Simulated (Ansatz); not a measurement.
Single points on W2Cl4⁻.

```yaml
crystal:
  periodic: [false, false, false]
  atoms:
    - {symbol: W, position_ang: [-0.938127, -0.564047, 0.079238]}
    - {symbol: W, position_ang: [0.938136, 0.564027, -0.079233]}
    - {symbol: Cl, position_ang: [-1.436294, -1.400326, -2.071923]}
    - {symbol: Cl, position_ang: [1.824385, 0.758844, 2.100571]}
    - {symbol: Cl, position_ang: [-1.636872, -0.447329, 2.331602]}
    - {symbol: Cl, position_ang: [1.248772, 1.088831, -2.360255]}
basis:
  gaussian: {orbitals: def2-TZVPD, initial_orbitals: start.molden}
total_charge: -1
magnetization: {spin_polarized: true, initial_magnetization: 1}
hamiltonian: {xc: {name: revPBE}, dispersion: d4}
scf: {omitted_lower_state_checks: [starts]}
output: {orbitals: {seedname: orbitals}}
```

The file start.molden holds the orbitals of an earlier run on this structure, at another level or in another basis.

```sh
$ ansatz run in.yaml --threads 4 --pin off --events-out ev --progress --plain --max-ram 4787MiB
```

Output, abridged:

```
Functional definition: revPBE
1812 factors; their error is unknown
mean field evaluation 1: about -53746.2419 eV, gradient 1.1e1 eV
mean field evaluation 2: about -53746.4584 eV, gradient 5.4e-1 eV
mean field evaluation 4: about -53746.4942 eV, gradient 2.3e-1 eV
mean field evaluation 8: about -53746.5085 eV, gradient 3.2e-2 eV
mean field evaluation 16: about -53746.5088 eV, gradient 1.4e-3 eV
mean field evaluation 32: about -53746.5088 eV, gradient 2.1e-5 eV
mean field -53746.50877247 eV, -1975.1477666961 hartree, gradient 2.6e-6 eV, S^2 0.791097; 0 other end points of the search recorded, 0 dependent functions left out
reference -53746.50885192 eV, -1975.1477696158 hartree; 49, 48 occupied and 221, 222 virtual orbitals, 1812 factors
Total energy: -53747.20159974 eV, -1975.1732276287 hartree
Checks for a lower state left out: starts
```

Hardware: 4 threads of Intel Xeon 6975P-C on a shared host. Wall time 39 s, peak host memory 1.1 GiB.

The first input with `hamiltonian: {xc: {name: BLYP}, dispersion: d4}` (abridged; 7.5 s):

```
Functional definition: BLYP
mean field -53750.91237766 eV, -1975.3095962021 hartree, gradient 1.2e-5 eV, S^2 0.772922
Total energy: -53751.65716387 eV, -1975.3369665902 hartree
Checks for a lower state left out: starts
```

As the first input, with `hamiltonian: {xc: {name: CAM-B3LYP}, dispersion: d4}` (abridged; 26 s):

```
Functional definition: CAM-B3LYP
the host lacks memory for fits, so the integrals are decomposed
mean field -53749.36628887 eV, -1975.2527784869 hartree, gradient 5.2e-6 eV, S^2 1.383433
Total energy: -53749.71943345 eV, -1975.2657563111 hartree
Checks for a lower state left out: starts
```

As the first input, with `hamiltonian: {xc: pbe}`, `correlation: {method: rpa}` and without the key `output` (abridged; 17 s):

```
Functional definition: PBE
mean field evaluation 16: about -53733.8294 eV, gradient 1.9e-6 eV
mean field -53733.82938604 eV, -1974.6818078393 hartree, gradient 2.1e-6 eV, S^2 0.781829
20 core orbitals not correlated: weight in the atoms' cores, before any rotation towards them, 1.000 or more for the frozen orbitals, at most 0.000 for the correlated occupied ones
Total energy: -53695.07291023 eV, -1973.2575336232 hartree
Checks for a lower state left out: starts
```

The first input with `hamiltonian: {xc: pbe0, dispersion: d4}` (abridged; 91 s):

```
Functional definition: PBE0
mean field evaluation 16: about -53734.2602 eV, gradient 1.6e-1 eV
mean field -53734.26068210 eV, -1974.6976576770 hartree, gradient 2.6e-6 eV, S^2 1.355987
Total energy: -53734.58675429 eV, -1974.7096406092 hartree
Checks for a lower state left out: starts
```

First input, but with `hamiltonian: {xc: r2scan, dispersion: d4}` (abridged; 31 s):

```
Functional definition: r2SCAN
mean field evaluation 16: about -53750.4262 eV, gradient 3.2e-4 eV
mean field -53750.42622959 eV, -1975.2917305898 hartree, gradient 5.3e-6 eV, S^2 1.195699
Total energy: -53750.50600504 eV, -1975.2946622836 hartree
Checks for a lower state left out: starts
```

As the first input, with `hamiltonian: {xc: pbe, dispersion: d4}`, `output: {forces: true, orbitals: {seedname: orbitals}}` (abridged; 14 s):

```
Functional definition: PBE
mean field evaluation 16: about -53733.8294 eV, gradient 8.8e-6 eV
mean field -53733.82940569 eV, -1974.6818085614 hartree, gradient 7.7e-7 eV, S^2 0.781829
Total energy: -53734.20117456 eV, -1974.6954708152 hartree
Atom 0 force    -0.107562    -0.064565     0.009756 eV/Å
Atom 1 force     0.107441     0.064625    -0.009861 eV/Å
Atom 2 force     0.056443     0.109728     0.326192 eV/Å
Atom 3 force    -0.110331    -0.020521    -0.329996 eV/Å
Atom 4 force     0.081933    -0.026603    -0.337974 eV/Å
Atom 5 force    -0.027924    -0.062663     0.341882 eV/Å
Dipole moment:     0.000009     0.000017     0.000012 e Å
Checks for a lower state left out: starts
```

Geometry: PBE-D4/def2-SVPD.

In the def2 sets W takes a core potential; there is no spin–orbit coupling. Correlated methods freeze 20 core orbitals; core or outer-core shells of W are correlated, in sets that lack core-valence functions. At CAM-B3LYP-D4/def2-TZVPD, PBE0-D4/def2-TZVPD, r2SCAN-D4/def2-TZVPD the charge -1 doublet is spin-contaminated (final ⟨S²⟩ up to 1.38, 0.75 for a pure state). No other spin state of charge -1 was run. The structure comes from a short search, and lower isomers may exist.
